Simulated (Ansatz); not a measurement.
Abridged output of a molecular run in Ansatz:

```
Functional definition: HF
524 factors; integrals over basis functions are off by at most 1.4e-3 eV
mean field evaluation 1: about -68981.6425 eV, gradient 1.3e1 eV
mean field evaluation 2: about -68981.6518 eV, gradient 1.3e1 eV
mean field evaluation 4: about -68982.2855 eV, gradient 1.3e0 eV
mean field evaluation 8: about -68982.2948 eV, gradient 1.5e-4 eV
mean field -68982.29478177 eV, -2535.0525753514 hartree, gradient 2.1e-6 eV, S^2 0.000000; 0 other end points of the search recorded, 0 dependent functions left out; unrestricted orbitals would lower it
14 core orbitals not correlated: weight in the atoms' cores, before any rotation towards them, 1.000 or more for the frozen orbitals, at most 0.000 for the correlated occupied ones
reference -68982.29478177 eV, -2535.0525753514 hartree; 11, 11 occupied and 30, 30 virtual orbitals, 524 factors
second order -9.26215975 eV of doubles, -0.00000000 eV of singles
cycle   1  -9.41027864 eV  change   -1.5e-1 eV  update   8.1e-2
cycle   2  -9.73669340 eV  change   -3.3e-1 eV  update   2.8e-2
cycle   3  -9.78166758 eV  change   -4.5e-2 eV  update   1.5e-2
cycle   4  -9.77196333 eV  change    9.7e-3 eV  update   4.0e-3
cycle   5  -9.77382408 eV  change   -1.9e-3 eV  update   1.8e-3
cycle   6  -9.77340915 eV  change    4.1e-4 eV  update   5.9e-4
cycle   7  -9.77331167 eV  change    9.7e-5 eV  update   2.2e-4
cycle   8  -9.77336860 eV  change   -5.7e-5 eV  update   7.1e-5
cycle   9  -9.77336165 eV  change    7.0e-6 eV  update   2.3e-5
perturbative correction -0.26397327 eV, -0.0097008386 hartree
Total energy: -68992.33211669 eV, -2535.4214406059 hartree
```

Its atoms:

Z-matrix (Å, degrees):
```
Ge
Cl 1 2.183
H 1 1.600 2 93.7
```

(1) Which basis set was used?
A. def2-SVP
B. def2-QZVPP
C. cc-pV(T+d)Z
D. cc-pV(Q+d)Z

(2) Write the keys of the input that set method, charge and spin (a neutral closed shell needs none for the last two).

Results:

(1) A. It gives 55 functions.

(2) 
```yaml
correlation: {method: ccsd_t}
```
